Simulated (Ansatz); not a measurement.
Job for Ansatz (a program for electronic structure): R-BHLYP/def2-TZVPPD on AsH3 (SMILES [AsH3]). Files ending in .json are basis or fitting sets from the Basis Set Exchange.

Ansatz 0.2 input:
```yaml
crystal:
  periodic: [false, false, false]
  atoms:
    - {symbol: As, position_ang: [0.17899529, 0.42188609, 2.68506336]}
    - {symbol: H, position_ang: [1.35570265, 1.08068204, 3.38148967]}
    - {symbol: H, position_ang: [-0.17153720, -0.45907138, 3.87026333]}
    - {symbol: H, position_ang: [-0.80157428, 1.51570157, 3.06677749]}
basis:
  gaussian:
    orbitals: def2-TZVPPD.json
hamiltonian:
  xc: {name: BHLYP}
scf: {lower_state_search: off}
```

The head of its log:

```
Functional definition: BHLYP
[...]
these checks for a lower state are left out or cut short: stability, starts, cluster_reference, orbital_swaps, neighbouring_geometries, increment
integrals: 0.02 GiB planned
643 factors; their error is unknown
mean field: 0.28 GiB planned
mean field evaluation 1: about -60888.7591 eV, gradient 7.6e0 eV
mean field evaluation 2: about -60888.8807 eV, gradient 2.8e0 eV
```

Problem. Give the final energy of this run.

Solution. -2237.6434 hartree.
